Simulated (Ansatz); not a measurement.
`N#[C][In]([F])[Cl]` + CH₄ → `[CH3][In]([F])[C]#N` + HCl  (formal exchange of groups at the In–Cl bond)

Isolated molecules relaxed with PBE0-D4/def2-TZVP in Ansatz; ΔE leaves out vibrations. CCSD(T)/CBS adds triple-zeta CCSD(T) − MP2 to the extrapolated MP2 energy (def2 sets, frozen cores). This one scheme is used for every species. DFT in def2-TZVPP. Elements past krypton have def2 core potentials. For In outer-core shells are correlated without core-valence functions, which leaves a few kJ/mol of doubt a bond.

CCSD(T)/CBS gives +105.2 kJ/mol.

Q: Another level gave +111.8 kJ/mol. Which?
A. B97M-V/def2-TZVPP
B. r2SCAN0-D4/def2-TZVPP
C. PBE/def2-TZVPP
D. RPA@PBE/def2-TZVPP

A: B. r2SCAN0-D4 111.8, PBE 103.2, RPA@PBE/def2-TZVPP 98.4, B97M-V 119.6 kJ/mol.

Largest T1 diagnostic among the species: 0.016.

Leaving LDA and LC-ωPBE aside and taking each functional with its dispersion term where it has one, the values, not all of them listed here, spread over 16.5 kJ/mol, from PBE-D4 to B97M-V. LDA lies −9.3 kJ/mol from PBE without D4. From BLYP to BHLYP (50 % exact exchange), in def2-TZVPP and without D4, ΔE moves by +8.9 kJ/mol. At CCSD(T), def2-SVP lies +14.9 kJ/mol from the extrapolated value and def2-TZVPP −2.3 kJ/mol.
